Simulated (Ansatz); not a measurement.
Mulliken charges of `[C]#C[SiH](F)F` radical from r2SCAN/def2-TZVPP in Ansatz (PBE0-D4/def2-TZVP geometry).

| atom | x (Å) | y (Å) | z (Å) | charge (e) |
| --- | --- | --- | --- | --- |
| C1 | 0.858 | -2.085 | 1.052 | 0.035 |
| C2 | 0.445 | -1.083 | 0.513 | -0.225 |
| Si3 | -0.183 | 0.459 | -0.201 | 0.857 |
| F4 | -1.480 | 0.138 | -1.044 | -0.296 |
| F5 | 0.904 | 1.043 | -1.187 | -0.296 |
| H6 | -0.503 | 1.463 | 0.821 | -0.076 |

**Question.** By hand: the dipole of these point charges (1 e Å = 4.8032 D).

**Answer.** Σ q r = (-0.018, 0.103, 0.347) e Å, of length 0.362 e Å = 1.74 D.

**Question.** How does the dipole of the full density compare? (Best estimate.)

**Answer.** The calculation gave: (0.026, -0.025, 0.274) e Å, 1.33 D; the point charges give 1.31 times that, at 23° from its direction.

Point charges leave out the atoms' own dipoles, such as those of lone pairs, and Mulliken's split depends on the basis, so the two needn't agree.
